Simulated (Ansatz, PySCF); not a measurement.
Reaction (SMILES): C=CCO -> [CH2]C=C + [OH] (HO) (the C-O bond at the site shown breaks; other sites are not compared here)
Geometries: B3LYP-D3(BJ)/def2-TZVP minima from Ansatz (a quantum-chemistry and plane-wave program), one conformer each, not searched for the lowest. Markedly spin-contaminated UHF reference, which strains HF, MP2 and, less, CCSD(T): [CH2]C=C.

Property: bond dissociation energy (enthalpy at 298 K, with B3LYP-D3(BJ) rigid-rotor harmonic-oscillator terms from PySCF), in kcal/mol. Cores are frozen in the correlated levels unless marked. UHF or UKS for open shells. No spin-orbit coupling. Non-relativistic. 

```json
[
 {"level": "HF/STO-3G", "program": "Ansatz", "bond dissociation energy (kcal/mol)": "36.7"},
 {"level": "RI-HF/cc-pVQZ", "program": "Ansatz", "bond dissociation energy (kcal/mol)": "36.8"},
 {"level": "SVWN5/def2-TZVPD", "program": "Ansatz", "bond dissociation energy (kcal/mol)": "100.4"},
 {"level": "revPBE/def2-TZVPD", "program": "Ansatz", "bond dissociation energy (kcal/mol)": "71.7"},
 {"level": "B3LYP-D4/def2-TZVPD", "program": "Ansatz + dftd4", "bond dissociation energy (kcal/mol)": "73.3"},
 {"level": "PBE0/6-31G*", "program": "Ansatz", "bond dissociation energy (kcal/mol)": "76.8"},
 {"level": "BHLYP/def2-TZVPD", "program": "Ansatz", "bond dissociation energy (kcal/mol)": "66.8"},
 {"level": "r2SCANh-D4/def2-TZVPD", "program": "Ansatz + dftd4", "bond dissociation energy (kcal/mol)": "70.0"},
 {"level": "HSE06-D3(BJ)/def2-TZVPD", "program": "Ansatz + dftd3", "bond dissociation energy (kcal/mol)": "75.6"},
 {"level": "HSE06/def2-TZVPD", "program": "Ansatz", "bond dissociation energy (kcal/mol)": "75.1"},
 {"level": "MP2/STO-3G", "program": "Ansatz", "bond dissociation energy (kcal/mol)": "74.8"},
 {"level": "MP2/6-31G*", "program": "Ansatz", "bond dissociation energy (kcal/mol)": "86.2"},
 {"level": "MP2/cc-pVDZ", "program": "Ansatz", "bond dissociation energy (kcal/mol)": "84.8"},
 {"level": "RI-MP2/cc-pVQZ", "program": "Ansatz", "bond dissociation energy (kcal/mol)": "92.0"},
 {"level": "SCS-MP2/6-31G*", "program": "Ansatz", "bond dissociation energy (kcal/mol)": "84.0"},
 {"level": "SCS-MP2/cc-pVTZ", "program": "Ansatz", "bond dissociation energy (kcal/mol)": "87.8"},
 {"level": "CCSD/6-31G", "program": "Ansatz", "bond dissociation energy (kcal/mol)": "58.6"},
 {"level": "CCSD/cc-pVDZ", "program": "Ansatz", "bond dissociation energy (kcal/mol)": "71.2"},
 {"level": "CCSD(T)/STO-3G", "program": "Ansatz", "bond dissociation energy (kcal/mol)": "69.7"},
 {"level": "CCSD(T)/cc-pVTZ", "program": "Ansatz", "bond dissociation energy (kcal/mol)": "77.8"}
]
```
